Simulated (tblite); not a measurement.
Start geometry of `[SiH2]1[SiH2][SiH2]OC=C1OC` from a force field or distance geometry (Å):
```
atom  x, y, z in Å
C1     3.1555   -0.1728   -0.2296
O2     1.8959    0.2696   -0.7489
C3     0.7181    0.1220   -0.0467
C4     0.4384   -1.0425    0.4422
O5    -0.7318   -1.2629    1.1523
Si6   -2.3166   -1.1736    0.4438
Si7   -2.3664    0.8345   -0.5806
Si8   -0.3442    1.6266    0.0807
H9     3.9764    0.0214   -0.9391
H10    3.3788    0.2669    0.7546
H11    3.0961   -1.2763   -0.1366
H12    1.1918   -1.8453    0.2865
H13   -3.2635   -1.1931    1.5770
H14   -2.5702   -2.2639   -0.4866
H15   -3.4525    1.6266    0.0256
H16   -2.4883    0.7371   -2.0030
H17   -0.3805    2.2212    1.3937
H18    0.0543    2.5107   -0.9970
```

Task: What comes out of this run: GFN2-xTB geometry optimisation, gas phase (tblite 0.8.0)?

Result: 
```
atom  x, y, z in Å
C1     3.0812   -0.3137   -0.2121
O2     2.0406    0.6241   -0.3220
C3     0.7766    0.2786    0.0924
C4     0.4688   -0.9118    0.6073
O5    -0.7624   -1.2840    1.0490
Si6   -2.2609   -1.2627    0.3990
Si7   -2.4821    0.8482   -0.5201
Si8   -0.3702    1.7640   -0.1937
H9     3.9662    0.1772   -0.6146
H10    3.2618   -0.5930    0.8313
H11    2.8694   -1.2175   -0.7939
H12    1.1975   -1.7008    0.7611
H13   -2.9997   -1.6348    1.6009
H14   -2.3642   -2.3644   -0.5721
H15   -3.5469    1.6552    0.0966
H16   -2.8728    0.8170   -1.9407
H17   -0.2695    2.6118    1.0059
H18    0.2579    2.5128   -1.2861
```

The energy falls by 21.8 kcal/mol over 110 L-BFGS steps, the largest force on an atom goes from 2.72 to 0.008 eV/Å, and the atoms move by 0.418 Å rms after alignment. The bond that changes most is O5–Si6 (silyl ether oxygen to oxygen-bound silicon), which shortens by 0.105 Å. Bonds longer at the end by more than 0.005 Å: 8 of 18; shorter: 8. Among the angles that change most is Si7–Si8–H18, from 103.9° to 119.1°. Among the dihedrals that turn most is C1–O2–C3–C4, from -50° to 0°. Rotational constants go from 1988, 859.5, 657.9 to 1867, 862.5, 624.1 MHz. The orientation of the end geometry is arbitrary; only internal coordinates are fixed.

On an Arm Neoverse N1 with one thread, no GPU, on a shared host, this took 1.8 s wall.

Its GFN2-xTB frequencies are all real (lowest 29 cm⁻¹). One conformer, not necessarily the lowest. 2 starts were optimised and ended at 0.00 and 0.04 kcal/mol (GFN2-xTB); the lowest of these is shown.

These are computed values.
